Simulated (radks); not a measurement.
Kinetic energies: the exact non-interacting value of the Kohn-Sham orbitals and orbital-free approximations, as 100 (|E| - |E exact|)/|E exact|, negative where the magnitude is too small. Species: V21+ [He]; P [Ne] 3s2 3p3. Calculated with a radial shooting solver on a logarithmic mesh with Libxc functionals: non-relativistic Kohn-Sham, LDA (Slater exchange, Perdew-Wang correlation), spin-polarised, spherical densities, point nucleus. Every spin shell is full or empty, so the densities are truly spherical. Functionals are evaluated on that one density, not self-consistently.

| functional | V21+ | P |
|---|---|---|
| exact (hartree) | 512.787 | 339.244 |
| Thomas-Fermi | -8.39 | -7.39 |
| TF + vW/9 | +2.72 | -0.52 |
| APBEK | +2.06 | +0.29 |
| Perdew 92 | +2.74 | -0.51 |
| Thakkar | +2.42 | -0.03 |
| Pearson | -2.35 | -1.61 |
| LKT | +62.56 | +31.24 |
| PG1 | +55.23 | +25.34 |
| DePristo-Kress | +2.91 | +0.05 |
| Ernzerhof | +6.65 | +0.12 |
